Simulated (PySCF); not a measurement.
Input of a run (PBE0-D3(BJ)/def2-SVP geometry optimisation, gas phase (PySCF 2.14.0)), started from GFN2-xTB:
```
{"job": {"xc": "PBE0", "basis": "def2-SVP", "d3": "d3bj", "grid": 1, "kind": "geom"}, "charge": 0, "multiplicity": 1}
C     -1.432939    -1.387008    -0.066213
Si     0.103345    -0.296705     0.159689
P      1.865722    -1.281206     1.132816
C      0.258689     1.241820    -0.944473
C     -0.191580     1.557708     0.488296
F     -1.475149     2.038250     0.585140
H     -1.649545    -1.931977     0.847676
H     -2.294477    -0.775056    -0.309395
H     -1.291179    -2.111624    -0.862125
H      2.765730    -0.294071     0.766009
H      2.169179    -2.050866     0.022065
H      1.214775     1.657282    -1.232020
H     -0.496979     1.436364    -1.692949
H      0.453732     2.196617     1.083318
```

Output (energies in Eh, forces in Eh/bohr):
```
step   0  E = -848.94428974  max force = 0.019488
step   1  E = -848.94811022  max force = 0.003400
step   2  E = -848.94841337  max force = 0.002387
step   3  E = -848.94853849  max force = 0.001345
step   4  E = -848.94861213  max force = 0.001378
step   5  E = -848.94864385  max force = 0.000992
step   6  E = -848.94865387  max force = 0.000487
step   7  E = -848.94866019  max force = 0.000494
step   8  E = -848.94866519  max force = 0.000663
step   9  E = -848.94866900  max force = 0.000918
step  10  E = -848.94867375  max force = 0.000724
step  11  E = -848.94867846  max force = 0.000307
optimisation converged
```

Problem. Summarise the run.

Solution. The energy falls by 11.5 kJ/mol over 12 energy and gradient evaluations, the largest force component goes from 0.0195 to 3.1e-04 Eh/bohr, and the atoms move by 0.142 Å rms after alignment. The bond that changes most is P3–H11 (three-coordinate phosphorus to P–H hydrogen), which lengthens by 0.045 Å. Bonds longer at the end by more than 0.005 Å: 9 of 14; shorter: 5. Among the angles that change most is Si2–C4–H13, from 119.4° to 114.6°. Among the dihedrals that turn most is C4–Si2–P3–H10, from 8° to 26°. The energy never rose by more than 1e-6 Eh on the way. The first step brought 87 % of the lowering.

Problem. What are the final bond lengths?

Solution. C1–Si2 1.867 Å, Si2–P3 2.252 Å, Si2–C4 1.870 Å, C4–C5 1.529 Å, C5–F6 1.369 Å, Si2–C5 1.875 Å, C1–H7 1.100 Å, C1–H8 1.100 Å, C1–H9 1.100 Å, P3–H10 1.428 Å, P3–H11 1.430 Å, C4–H12 1.096 Å, C4–H13 1.098 Å, C5–H14 1.099 Å. Numbering counts from 1 in the input's order; the species is `C1[C@@H](F)[Si@@]1(P)C`.

The run used 132 basis functions and 75 SCF cycles in all.

Whether it is a minimum is left open (no frequencies). One conformer, not necessarily the lowest.
